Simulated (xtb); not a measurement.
C4F5, doublet, from a rough starting geometry; xtb with GFN2-xTB.

xtb was given this input:
```
$ xtb mol.xyz --gfn 2 --uhf 1 --opt vtight --json

# file mol.xyz
9

F      2.67945832     0.84797583     0.23951063
C      1.80304271    -0.15717192     0.45550419
F      2.49676691    -0.98922733     1.31140984
C      0.62061577    -0.22010686    -0.00444395
C     -0.56173306    -0.22316677    -0.61185381
F     -0.69221614    -0.79410235    -1.81517992
C     -1.75609490     0.28835750    -0.09291010
F     -2.89455920     0.36038331    -0.63220423
F     -1.76783445     0.84870063     1.15211271
```

### Question
Write the output that xtb gives for this input, abridged.

### Answer

```
   ID    Z sym.   atoms
    1    9 F      1, 3, 6, 8, 9
    2    6 C      2, 4, 5, 7

           -------------------------------------------------
          |                Calculation Setup                |
           -------------------------------------------------

           -------------------------------------------------
          |                 G F N 2 - x T B                 |
           -------------------------------------------------

          ...................................................
          :                      SETUP                      :
          :.................................................:
          :  # basis functions                  36          :
          :  # atomic orbitals                  36          :
          :  # shells                           18          :
          :  # electrons                        51          :
          :  max. iterations                   250          :
          :  Hamiltonian                  GFN2-xTB          :
          :  restarted?                      false          :
          :  GBSA solvation                  false          :
          :  PC potential                    false          :
          :  electronic temp.          300.0000000     K    :
          :  accuracy                    1.0000000          :
          :  -> integral cutoff          0.2500000E+02      :
          :  -> integral neglect         0.1000000E-07      :
          :  -> SCF convergence          0.1000000E-05 Eh   :
          :  -> wf. convergence          0.1000000E-03 e    :
          :  Broyden damping             0.4000000          :
          :  net charge                          0          :
          :  unpaired electrons                  1          :
          ...................................................

 iter      E             dE          RMSdq      gap      omega  full diag
   1    -32.2132322 -0.322132E+02  0.614E+00    3.28       0.0  T
   2    -32.2294339 -0.162017E-01  0.440E+00    3.83       1.0  T
   3    -32.2619577 -0.325239E-01  0.243E+00    3.44       1.0  T
   4    -32.2862136 -0.242558E-01  0.605E-01    3.67       1.0  T
   5    -32.2872085 -0.994913E-03  0.916E-02    3.62       1.0  T
   6    -32.2872154 -0.692969E-05  0.403E-02    3.61       1.0  T
   7    -32.2872168 -0.143317E-05  0.155E-02    3.61       2.2  T
   8    -32.2872178 -0.954739E-06  0.204E-03    3.61      16.4  T
   9    -32.2872178 -0.259852E-07  0.822E-04    3.61      40.6  T
[...]
 * total energy  :   -32.0847088 Eh     change       -0.8510244E-04 Eh
 * total energy  :   -32.0847290 Eh     change       -0.2028135E-04 Eh
 * total energy  :   -32.0847536 Eh     change       -0.2452694E-04 Eh
 * total energy  :   -32.0847596 Eh     change       -0.6017263E-05 Eh
 * total energy  :   -32.0847649 Eh     change       -0.5274566E-05 Eh
 * total energy  :   -32.0847689 Eh     change       -0.4022275E-05 Eh
 * total energy  :   -32.0847723 Eh     change       -0.3470226E-05 Eh
 * total energy  :   -32.0847766 Eh     change       -0.4216530E-05 Eh
 * total energy  :   -32.0847811 Eh     change       -0.4514649E-05 Eh
 * total energy  :   -32.0847836 Eh     change       -0.2500795E-05 Eh
 * total energy  :   -32.0847841 Eh     change       -0.5113010E-06 Eh
 * total energy  :   -32.0847842 Eh     change       -0.8255599E-07 Eh
   *** GEOMETRY OPTIMIZATION CONVERGED AFTER 17 ITERATIONS ***
         :: total energy             -32.084784169031 Eh    ::
[...]
     5   6 C        2.747     0.182    24.097     8.038
     6   9 F        0.790    -0.174    10.968     3.912
     7   6 C        2.565     0.304    21.885     7.647
     8   9 F        0.787    -0.121    10.454     3.819
     9   9 F        0.787    -0.140    10.632     3.852

 Mol. C6AA /au·bohr⁶  :       1295.200112
 Mol. C8AA /au·bohr⁸  :      30089.016837
 Mol. α(0) /au        :         51.864436

Wiberg/Mayer (AO) data.
largest (>0.10) Wiberg bond orders for each atom

 ---------------------------------------------------------------------------
     #   Z sym  total        # sym  WBO       # sym  WBO       # sym  WBO
 ---------------------------------------------------------------------------
     1   9 F    1.170 --     2 C    0.984     4 C    0.103
     2   6 C    3.854 --     4 C    1.825     1 F    0.984     3 F    0.984
     3   9 F    1.170 --     2 C    0.984     4 C    0.103
     4   6 C    3.811 --     2 C    1.825     5 C    1.482     7 C    0.158
                             1 F    0.103     3 F    0.103
     5   6 C    3.910 --     4 C    1.482     7 C    1.321     6 F    0.972
     6   9 F    1.128 --     5 C    0.972
     7   6 C    3.673 --     5 C    1.321     8 F    1.064     9 F    1.048
                             4 C    0.158
     8   9 F    1.227 --     7 C    1.064
     9   9 F    1.207 --     7 C    1.048
 ---------------------------------------------------------------------------

Topologies differ in total number of bonds
Writing topology from bond orders to xtbtopo.mol

molecular dipole:
                 x           y           z       tot (Debye)
 q only:       -0.250       0.070       0.043
   full:       -0.293       0.081       0.049       0.782
molecular quadrupole (traceless):
                xx          xy          yy          xz          yz          zz
 q only:       -2.964       0.158       2.630      -2.020      -1.079       0.334
  q+dip:       -1.777      -0.340       2.609      -2.620      -1.645      -0.832
   full:       -3.501      -0.053       3.612      -3.122      -1.747      -0.111

optimized geometry written to: xtbopt.xyz

           -------------------------------------------------
          | TOTAL ENERGY              -32.084784169031 Eh   |
          | GRADIENT NORM               0.000098226964 Eh/α |
          | HOMO-LUMO GAP               3.485817772418 eV   |
           -------------------------------------------------

normal termination of xtb
```
